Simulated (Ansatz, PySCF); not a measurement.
Be(SMe)(OSiH3) (CH₆BeOSSi), SMILES [SiH3][O][Be][S]C.

Geometry: PBE-D3(BJ)/def2-SVP. The structure was generated by enumeration; whether it is a known compound was not checked. Other conformers were not sampled.

Vertical ionisation energy (IE) and electron affinity (EA) in eV. Rows of orbital energies are one-electron estimates. Where ΔSCF, EOM or ADC give a negative EA the extra electron is unbound and the value depends on the basis.

```csv
level,IE,EA
"−ε(HOMO), −ε(LUMO), B3LYP/def2-TZVP (PySCF)",6.67,0.67
"−ε(HOMO), −ε(LUMO), PBE/def2-TZVP (PySCF)",5.74,1.21
"ΔSCF, CAM-B3LYP/def2-SVPD (Ansatz), final states of multiplicity 2 and 2",(withheld),(withheld)
"ΔSCF, PBE/def2-SVPD (Ansatz), final states of multiplicity 2 and 2",8.84,-0.56
```

### Question
What belongs in the gaps? (The exact figures need the calculation; the answer reports its results.)

### Answer

- ΔSCF, CAM-B3LYP/def2-SVPD (Ansatz, a program for electronic structure), final states of multiplicity 2 and 2, IE: 9.22
- ΔSCF, CAM-B3LYP/def2-SVPD (Ansatz), final states of multiplicity 2 and 2, EA: -0.87

### Question
What vertical singlet–triplet gap does ΔSCF give with CAM-B3LYP/def2-SVPD (Ansatz) and with PBE/def2-SVPD (Ansatz)? (The exact figures need the calculation; the answer reports its results.)

### Answer
4.85 and 4.53 eV (triplet above singlet where positive).
